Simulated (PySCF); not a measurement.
Cl₂FH₃Si₂, SMILES F[SiH2][SiH](Cl)Cl.

Geometry: B3LYP-D3(BJ)/def2-SVP. The structure was generated by enumeration, and PubChem lists no compound with its InChIKey, so it may never have been made. The values are those of a single conformer.

Two levels are set side by side: TDA-PBE/def2-SVPD (PySCF) and TDA-LC-ωPBE/def2-SVPD (PySCF). Vertical, same geometry. The lowest singlet is HOMO→LUMO 97 % with PBE and HOMO→LUMO 92 % with the other functional; states are paired by order. Differences are taken from unrounded values.

```csv
quantity,TDA-LC-ωPBE,TDA-PBE,TDA-PBE minus TDA-LC-ωPBE
lowest singlet excitation (eV),6.41,5.35,-1.05
lowest triplet excitation (TDA) (eV),5.49,4.79,-0.70
```

Functionals without exact exchange tend to place singlet excitations lower, as here. Differences between two approximate levels are no errors against the true value.

Rough cost on one machine, each run with all the roots and properties that it gave: TDA-LC-ωPBE against TDA-PBE about 3 times.
